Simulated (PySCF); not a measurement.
Structure with atom numbers: `[CH2:1]1[C@H:2]2[CH2:3][C@H:4]3[CH2:5][C@@H:6]1[CH2:7][C@@H:8]([CH2:9]2)[CH2:10]3`. Each H is labelled by its parent atom.

GIAO PBE0/pcSseg-1 shifts (PySCF 2.14.0 with density-fitted response routines, gas phase, non-relativistic, equivalent atoms averaged), each against references optimised in the same way as the molecule (TMS).

On the GFN2-xTB geometry: C1/C3/C5/C7/C9/C10 40.8, C2/C4/C6/C8 31.2, H(C1)/H(C3)/H(C5)/H(C7)/H(C9)/H(C10) 1.83, H(C2)/H(C4)/H(C6)/H(C8) 1.79 ppm.

Question: What changes on the PBE0-D3(BJ)/def2-SVP geometry?

Answer: 
| atoms | δ (ppm) | change |
| --- | --- | --- |
| C1/C3/C5/C7/C9/C10 | 40.3 | -0.5 |
| C2/C4/C6/C8 | 30.4 | -0.8 |
| H(C1)/H(C3)/H(C5)/H(C7)/H(C9)/H(C10) | 1.68 | -0.15 |
| H(C2)/H(C4)/H(C6)/H(C8) | 1.56 | -0.23 |

Bonds between heavy atoms that differ most (equivalent bonds averaged): C1–C2 1.528 → 1.532 Å. Mean change of bonds to hydrogen: C–H +0.010 Å.
